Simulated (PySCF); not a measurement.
## Electron correlation in Ta³⁺ (tantalum, charge +3)

[Xe] 4f14 5d2, high-spin 3F determinant. Computed with PySCF 2.14 in aug-cc-pVTZ-PP with ECP60MDF, with scalar relativity through the core potential. Frozen: 5s2 5p6; 2 electrons correlated.

With two correlated electrons CCSD is exact within the correlated space (frozen core and kept virtual orbitals).

| level | correlation energy (mhartree) |
| --- | --- |
| CCSD | -4.18 |

Diagnostics: T1 = 0.00078, D1 = 0.0011, largest double amplitude 0.008.

Spin-orbit coupling, absent here, splits the open shell strongly.

Cost of the coupled-cluster step: of the order of 2.8 core-seconds, for 2 correlated electrons.

Iterations:

```
CC2 = 0
CCSD nocc = (np.int64(2), np.int64(0)), nmo = (84, 84)
frozen orbitals [[0, 1, 2, 3], [0, 1, 2, 3]]
max_cycle = 100
direct = 0
conv_tol = 1e-08
conv_tol_normt = 1e-06
diis_space = 8
diis_start_cycle = 0
Init t2, MP2 energy = -0.00326922259037574
Init E_corr(UCCSD) = -0.00326922259180715
cycle = 1  E_corr(UCCSD) = -0.00396810347831712  dE = -0.000698880887  norm(t1,t2) = 0.00728624
cycle = 2  E_corr(UCCSD) = -0.0041278830259507  dE = -0.000159779548  norm(t1,t2) = 0.00188938
cycle = 3  E_corr(UCCSD) = -0.00418105651073112  dE = -5.31734848e-05  norm(t1,t2) = 0.000533444
cycle = 4  E_corr(UCCSD) = -0.00417994683268122  dE = 1.10967805e-06  norm(t1,t2) = 4.67385e-05
cycle = 5  E_corr(UCCSD) = -0.00417999646240162  dE = -4.96297204e-08  norm(t1,t2) = 4.56365e-06
cycle = 6  E_corr(UCCSD) = -0.00417999779550647  dE = -1.33310485e-09  norm(t1,t2) = 6.85484e-07
UCCSD converged
E(UCCSD) = -55.16708522364806  E_corr = -0.00417999779550647
```
